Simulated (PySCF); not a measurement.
C₄H₅N, triplet, at a GFN2-xTB geometry (a higher spin typed on purpose: for a closed-shell molecule this is an excited state); DF-TPSSH/pcseg-1 (PySCF).

Here is a job for PySCF.
```python
from pyscf import gto, scf, dft

mol = gto.Mole()
mol.atom = '''
    C    -0.090690   -1.143113    0.473253
    C    -1.152164   -0.340052    0.234573
    C    -0.674996    0.885433   -0.326727
    N     0.710439    0.774135   -0.610334
    C     1.122544   -0.382149    0.119119
    H    -0.072677   -2.132886    0.882188
    H    -2.190482   -0.550923    0.406768
    H    -1.168437    1.838981   -0.338817
    H     1.265775    1.613825   -0.476625
    H     1.964592   -0.308656    0.797518
'''
mol.basis = 'pcseg-1'
mol.charge = 0
mol.spin = 2
mol.verbose = 4
mol.build()

mf = dft.UKS(mol)
mf.xc = 'tpssh'
mf = mf.density_fit(auxbasis='def2-universal-jkfit')
mf.kernel()
```

It wrote (shortened):

```
PySCF version 2.14.0

[INPUT] verbose = 4
[INPUT] num. atoms = 10
[INPUT] num. electrons = 36
[INPUT] charge = 0
[INPUT] spin (= nelec alpha-beta = 2S) = 2
[INPUT] symmetry False subgroup None
[INPUT] Mole.unit = angstrom
[INPUT] Symbol           X                Y                Z      unit          X                Y                Z       unit  Magmom
[INPUT]  1 C     -0.090690000000  -1.143113000000   0.473253000000 AA   -0.171379262237  -2.160170499430   0.894318557629 Bohr   0.0
[INPUT]  2 C     -1.152164000000  -0.340052000000   0.234573000000 AA   -2.177274410583  -0.642605148111   0.443278726218 Bohr   0.0
[INPUT]  3 C     -0.674996000000   0.885433000000  -0.326727000000 AA   -1.275557575177   1.673225871652  -0.617424547501 Bohr   0.0
[INPUT]  4 N      0.710439000000   0.774135000000  -0.610334000000 AA    1.342535138210   1.462903133440  -1.153364104510 Bohr   0.0
[INPUT]  5 C      1.122544000000  -0.382149000000   0.119119000000 AA    2.121300722774  -0.722156948776   0.225102286232 Bohr   0.0
[INPUT]  6 H     -0.072677000000  -2.132886000000   0.882188000000 AA   -0.137339625555  -4.030570394919   1.667093710378 Bohr   0.0
[INPUT]  7 H     -2.190482000000  -0.550923000000   0.406768000000 AA   -4.139411060790  -1.041093585724   0.768680116237 Bohr   0.0
[INPUT]  8 H     -1.168437000000   1.838981000000  -0.338817000000 AA   -2.208025923808   3.475170438279  -0.640271336347 Bohr   0.0
[INPUT]  9 H      1.265775000000   1.613825000000  -0.476625000000 AA    2.391968085321   3.049687262976  -0.900690714121 Bohr   0.0
[INPUT] 10 H      1.964592000000  -0.308656000000   0.797518000000 AA    3.712540826512  -0.583275306704   1.507090599411 Bohr   0.0

nuclear repulsion = 158.099269321901
number of shells = 25
number of NR pGTOs = 160
number of NR cGTOs = 95
basis = pcseg-1
ecp = {}

******** <class 'pyscf.df.df_jk.DFUKS'> ********
method = DFUKS
initial guess = minao
damping factor = 0
level_shift factor = 0
DIIS = <class 'pyscf.scf.diis.CDIIS'>
diis_start_cycle = 1
diis_space = 8
diis_damp = 0
SCF conv_tol = 1e-09
SCF conv_tol_grad = None
SCF max_cycles = 50
direct_scf = False
number electrons alpha = 19  beta = 17
XC library pyscf.dft.libxc version 7.1.2
    S. Lehtola, C. Steigemann, M. J. T. Oliveira, and M. A. L. Marques,  SoftwareX 7, 1–5 (2018)
XC functionals = tpssh
    V. N. Staroverov, G. E. Scuseria, J. Tao, and J. P. Perdew,  J. Chem. Phys. 119, 12129 (2003)
radial grids:
    Treutler-Ahlrichs [JCP 102, 346 (1995); DOI:10.1063/1.469408] (M4) radial grids

becke partition: Becke, JCP 88, 2547 (1988); DOI:10.1063/1.454033
pruning grids: <function nwchem_prune>
grids dens level: 3
symmetrized grids: False
atomic radii adjust function: <function treutler_atomic_radii_adjust>
small_rho_cutoff = 0
Set gradient conv threshold to 3.16228e-05
tot grids = 119416
******** <class 'pyscf.df.df.DF'> ********
auxbasis = def2-universal-jkfit
init E= -210.692319083993

cycle= 1 E= -209.978723709447  delta_E= 0.714  |g|= 0.233  |ddm|= 2.46

cycle= 2 E= -209.969203904966  delta_E= 0.00952  |g|= 0.279  |ddm|= 0.617

cycle= 3 E= -210.010727126592  delta_E= -0.0415  |g|= 0.0596  |ddm|= 0.411

cycle= 4 E= -210.011589875446  delta_E= -0.000863  |g|= 0.0488  |ddm|= 0.137

cycle= 5 E= -210.012952739642  delta_E= -0.00136  |g|= 0.00978  |ddm|= 0.0722

cycle= 6 E= -210.01301718398  delta_E= -6.44e-05  |g|= 0.0047  |ddm|= 0.0159

cycle= 7 E= -210.01303364886  delta_E= -1.65e-05  |g|= 0.00186  |ddm|= 0.00801

cycle= 8 E= -210.013039004583  delta_E= -5.36e-06  |g|= 0.00122  |ddm|= 0.00616

cycle= 9 E= -210.013040496204  delta_E= -1.49e-06  |g|= 0.000473  |ddm|= 0.00249

cycle= 10 E= -210.013041159581  delta_E= -6.63e-07  |g|= 0.000249  |ddm|= 0.00253

cycle= 11 E= -210.01304131998  delta_E= -1.6e-07  |g|= 0.000139  |ddm|= 0.00128

cycle= 12 E= -210.013041365616  delta_E= -4.56e-08  |g|= 8.74e-05  |ddm|= 0.000851

cycle= 13 E= -210.013041372756  delta_E= -7.14e-09  |g|= 3.69e-05  |ddm|= 0.000267

cycle= 14 E= -210.013041373319  delta_E= -5.63e-10  |g|= 2.76e-05  |ddm|= 0.00011

Extra cycle  E= -210.013041371641  delta_E= 1.68e-09  |g|= 6.11e-05  |ddm|= 0.000108
converged SCF energy = -210.013041371641  <S^2> = 2.0122861  2S+1 = 3.0081796
```
